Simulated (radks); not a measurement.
Spherical jellium clusters: N electrons in a uniform positive sphere of charge N and radius rs N^(1/3), rs = 2.16 bohr. Calculated with a radial shooting solver with Libxc functionals: non-relativistic Kohn-Sham, LDA (Slater exchange, Perdew-Wang correlation), spin-polarised, spherical densities. Levels are named by radial order and angular momentum (1s, 1p, 1d, 2s, ...), and open shells are averaged over m. Each electron was tried in the lowest free levels, single moves between levels near the top were tried too, and the lowest total energy was kept; such a search can miss a lower state. Energies include the self-energy of the background; IP and EA are vertical (highest electron removed, lowest free level filled), at fixed background; spill-out counts the electrons outside the background radius R, and alpha is the static dipole polarisability from linear response (closed shells only). A dash means not computed or, for alpha, an open shell; in EA it means that no bound solution was reached, which is typical of self-interaction and does not show that the anion is unstable. Real open-shell clusters deform, which this model forbids.

N                         open shells  2S  E/N (eV)  E(N+1) + E(N-1) - 2E(N) (eV)  EA (eV)  -e(HOMO) (eV)  spill-out (e)  alpha/R^3
1                    1s(up 1, down 0)   1     0.098                             -        -          4.234           0.60          -
2                                none   0    -0.790                         2.778        -          5.048           0.86      2.461
3                    1p(up 1, down 0)   1    -0.160                        -1.035        -          2.411           1.30          -
4                    1p(up 2, down 0)   2    -0.103                        -1.039        -          3.468           1.60          -
5                    1p(up 3, down 0)   3    -0.277                         0.324        -          4.228           1.81          -
6                    1p(up 3, down 1)   2    -0.339                        -0.873        -          3.872           2.02          -
7                    1p(up 3, down 2)   1    -0.508                        -0.682    2.300          4.536           2.18          -
8                                none   0    -0.720                         3.335        -          5.034           2.31      1.956
9                    2s(up 1, down 0)   1    -0.515                        -0.490        -          2.287           2.75          -
10                   1d(up 2, down 0)   2    -0.399                        -0.520        -          2.532           2.84          -
11                   1d(up 3, down 0)   3    -0.352                        -0.478        -          3.025           3.03          -
12                   1d(up 4, down 0)   4    -0.352                        -0.437        -          3.442           3.20          -
13                   1d(up 5, down 0)   5    -0.386                         0.244        -          3.800           3.34          -
14  1d(up 5, down 0) 2s(up 1, down 0)   6    -0.398                         0.069        -          3.651           3.65          -
15  1d(up 5, down 1) 2s(up 1, down 0)   5    -0.404                        -0.529    1.825          3.662           3.78          -
16                   1d(up 5, down 3)   2    -0.442                        -0.431    2.131          3.997           3.76          -
17                   1d(up 5, down 4)   1    -0.501                        -0.316    2.419          4.285           3.87          -
18                               none   0    -0.570                         0.204    2.332          4.539           3.98      1.730
19                   2s(up 1, down 0)   1    -0.622                         0.210    2.272          4.349           4.21          -
20                               none   0    -0.658                         2.235        -          4.242           4.46      1.793
21                   1f(up 1, down 0)   1    -0.585                        -0.301        -          2.132           4.63          -
22                   1f(up 2, down 0)   2    -0.531                        -0.288        -          2.440           4.78          -
23                   1f(up 3, down 0)   3    -0.495                        -0.274        -          2.716           4.92          -
24                   1f(up 4, down 0)   4    -0.473                        -0.259        -          2.965           5.04          -
25                   1f(up 5, down 0)   5    -0.463                        -0.244        -          3.193           5.16          -
26                   1f(up 6, down 0)   6    -0.464                        -0.230    1.734          3.401           5.27          -
27                   1f(up 7, down 0)   7    -0.473                         0.523        -          3.592           5.36          -
28                   1f(up 7, down 1)   6    -0.463                        -0.243        -          3.074           5.47          -
29                   1f(up 7, down 2)   5    -0.461                        -0.227    1.681          3.294           5.58          -
30                   1f(up 7, down 3)   4    -0.468                        -0.213    1.885          3.496           5.68          -
31                   1f(up 7, down 4)   3    -0.481                        -0.200    2.073          3.681           5.77          -
32                   1f(up 7, down 5)   2    -0.499                        -0.188    2.248          3.852           5.86          -
33                   1f(up 7, down 6)   1    -0.522                        -0.177    2.411          4.011           5.94          -
34                               none   0    -0.548                         0.543    1.981          4.159           6.02      1.564
35                   2p(up 1, down 0)   1    -0.558                        -0.094    2.173          3.668           6.25          -
36                   2p(up 2, down 0)   2    -0.570                        -0.083    2.344          3.833           6.47          -
37                   2p(up 3, down 0)   3    -0.583                         0.305    2.147          3.981           6.69          -
38                   2p(up 3, down 1)   2    -0.588                        -0.089    2.331          3.772           6.93          -
39                   2p(up 3, down 2)   1    -0.595                             -    2.497          3.934           7.16          -

All shells are closed at N = 2, 8, 18, 20, 34 (there: 1s2 1p6 1d10 2s2 1f14); the second difference of the energy has clear peaks (12 % above both neighbours; the first and last values, which can be the largest, are not judged, and half-filled shells can peak too) at N = 5, 8, 13, 20, 27, 34, 37.
